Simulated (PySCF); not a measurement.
**Ionisation energy of S²⁺ by level of theory**

S²⁺ [Ne] 3s2 3p2 (3P) → S³⁺ [Ne] 3s2 3p1 (2P), as a difference of total energies. Computed with PySCF 2.14 in ANO-RCC-VTZP (5s4p2d1f, 34 functions), with the spin-free X2C one-electron Hamiltonian (Gaussian nucleus). Correlated levels: valence: [Ne] frozen; valence and next inner shell: 1s2 frozen. The calculations carry no spin-orbit coupling.

| method | ionisation energy (eV) |
| --- | --- |
| UHF | 34.155 |
| LDA | 34.867 |
| PBE | 34.829 |
| PBE0 | 34.872 |
| r2SCAN | 35.026 |
| wB97M-V | 34.494 |
| MN15 | 34.982 |
| wB97X | 34.735 |
| TPSSh | 34.915 |
| MP2 (valence) | 34.625 |
| SCS-MP2 (valence) | 34.531 |
| MP2 (valence and next inner shell) | 34.620 |
| SCS-MP2 (valence and next inner shell) | 34.527 |

**Question.** How much does correlation contribute at MP2 (valence and next inner shell)?

**Answer.** 34.620 − (34.155) = 0.465 eV, measured against UHF.

A first-order spin-orbit estimate (lowest level to lowest level, LS coupling) adds -0.009 eV.

Errors of the correlated levels include the incompleteness of this basis and the frozen core.

For comparison: 34.86 ± 0.04 eV (semi-empirical (NIST evaluation); NIST Atomic Spectra Database, ionization energies).
